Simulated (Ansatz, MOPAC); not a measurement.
Molecule: ethenyl(trihydroxy)silane, C₂H₆O₃Si (charge 0, singlet). SMILES: C=C[Si](O)(O)O

Atoms: C1, C2, Si3, O4, O5, O6, H7, H8, H9, H10, H11, H12. Bonds: C1-C2, C1-H7, C1-H8, C2-Si3, C2-H9, Si3-O4, Si3-O5, Si3-O6, O4-H10, O5-H11, O6-H12.

Bond lengths (Å) and angles (degrees) optimised at AM1 with MOPAC; PM3 with MOPAC; PM6 with MOPAC; PM7 with MOPAC; HF/6-31G* with Ansatz (a quantum-chemistry and plane-wave program); PBE/6-31G* with Ansatz, each started from the B3LYP-D3(BJ)/def2-TZVP structure (Ansatz) of the last column. A row stands for all coordinates that are equal there; 11 of 23 kinds are shown. 6-31G* holds six Cartesian d functions. No wavenumbers were computed at PBE/6-31G*, so these may be saddle points.

```
coordinate    AM1    PM3    PM6             PM7  HF/6-31G*  PBE/6-31G*  B3LYP-D3(BJ)/def2-TZVP
----------  -----  -----  -----  --------------  ---------  ----------  ----------------------
C1-C2       1.329  1.321  1.332           1.333      1.325       1.347                   1.332
C1-H7       1.102  1.088  1.083           1.084      1.077       1.098                   1.085
C2-Si3      1.733  1.844  1.835           1.835      1.856       1.863                   1.849
C2-H9       1.104  1.092  1.102           1.105      1.080       1.099                   1.087
Si3-O4      1.749  1.694  1.558           1.598      1.643       1.679                   1.648
Si3-O5      1.748  1.689  1.561           1.584      1.637       1.671                   1.641
Si3-O6      1.747  1.689  1.561           1.587      1.634       1.666                   1.638
O4-H10      0.949  0.944  0.885  0.953 to 0.962      0.947       0.976                   0.960
C1-C2-Si3   122.2  121.6  126.3           125.2      123.4       122.6                   123.7
C2-Si3-O4   113.3  116.4  109.3           115.5      110.3       110.0                   110.6
C2-Si3-O5   116.2  108.9  105.9           107.5      114.6       115.7                   114.1
```

A range marks coordinates that this level makes unequal.

Mean signed difference of all 11 bond lengths from B3LYP-D3(BJ)/def2-TZVP: AM1 0.019 Å, PM3 0.008 Å, PM6 -0.044 Å, PM7 -0.015 Å, HF/6-31G* -0.007 Å, PBE/6-31G* 0.018 Å.
